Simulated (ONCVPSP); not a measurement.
# Which change was made? (Ir, ONCV)

```json
{
  "Element": "Ir (Z = 77)",
  "Generator": "ONCVPSP 4.0.1",
  "Type": "optimised norm-conserving Vanderbilt (ONCV)",
  "Functional": "LDA (Perdew-Zunger)",
  "Relativity": "scalar-relativistic",
  "Frozen core": "[Kr] 4d10 4f14",
  "Valence charge": "17",
  "Reference configuration": "5s2 5p6 5d7 6s1 (charge +1)",
  "Partial waves": "5s+6s: rc 1.90 bohr, ncon 4, nbas 7, qcut 7.6 1/bohr, 2 projectors; 5p: rc 1.40 bohr, ncon 3, nbas 6, qcut 11.5 1/bohr, 2 projectors, debl 1.1 Ha; 5d: rc 2.00 bohr, ncon 4, nbas 9, qcut 7.4 1/bohr, 3 projectors, debl 2.7 Ha; f scattering state at 0.18 Ha: rc 1.55 bohr, ncon 3, nbas 7, qcut 6.5 1/bohr, 2 projectors, debl 2.8 Ha",
  "Local potential": "polynomial inside 1.40 bohr (lpopt 3, dvloc0 0 Ha)",
  "Core correction": "Teter function, fcfact 2.5, rcfact 1.25"
}
```

In the p channel the program set the typed energies aside and used -2.327, 0.250 Ha.

Cutoffs, loose and tight: the cutoffs (Ha) at which the residual kinetic energy of the hardest occupied pseudo-wave falls to 1 and 0.1 mHa per electron. They do not see the model core or the augmentation charge, which bear on the density cutoff. Test errors are all-electron minus pseudo excitation energies from the reference, over the configurations 5s2 5p6 5d7 6s2; 5s2 5p6 5d7 6s0; 5s2 5p6 5d6 6s0; 5s2 5p6 5d5 6s0; variants that change the core or the reference have their own tests.

The base gives: outcome: generated, projector energies reset by the program; cutoff, loose: 40 Ha; cutoff, tight: 47 Ha; bound ghosts: f; GHOST(+) flags above zero: f; largest test error (meV): -30.

(1) After one change the result is: outcome: generated, projector energies reset by the program; cutoff, loose: 40 Ha; cutoff, tight: 47 Ha; bound ghosts: none; GHOST(+) flags above zero: s; largest test error (meV): -28. Which change was it?
A. p: rc 1.14; local potential polynomial inside 1.14 bohr (lpopt 3, dvloc0 0 Ha)
B. all radii but the core radius scaled by about 1.17 (s 2.24, p 1.64, d 2.34, f 1.82 bohr); local potential polynomial inside 1.64 bohr (lpopt 3, dvloc0 0 Ha)
C. s: qcut 9.2; p: qcut 14; d: qcut 9; f: qcut 7.9
D. f: rc 1.4, qcut 7.2, nproj 0; local potential the f channel

Results:

(1) D. The others give: all radii but the core radius scaled by about 1.17 (s 2.24, p 1.64, d 2.34, f 1.82 bohr); local potential polynomial inside 1.64 bohr (lpopt 3, dvloc0 0 Ha) → outcome: generated, projector energies reset by the program; cutoff, loose: 30 Ha; cutoff, tight: 36 Ha; bound ghosts: none; GHOST(+) flags above zero: none; largest test error (meV): -13 | s: qcut 9.2; p: qcut 14; d: qcut 9; f: qcut 7.9 → outcome: generated, projector energies reset by the program; cutoff, loose: 43 Ha; cutoff, tight: 50 Ha; bound ghosts: f; GHOST(+) flags above zero: p, f; largest test error (meV): -38 | p: rc 1.14; local potential polynomial inside 1.14 bohr (lpopt 3, dvloc0 0 Ha) → outcome: failed: ERROR pspot: first pseudo wave function has node, program will stop.
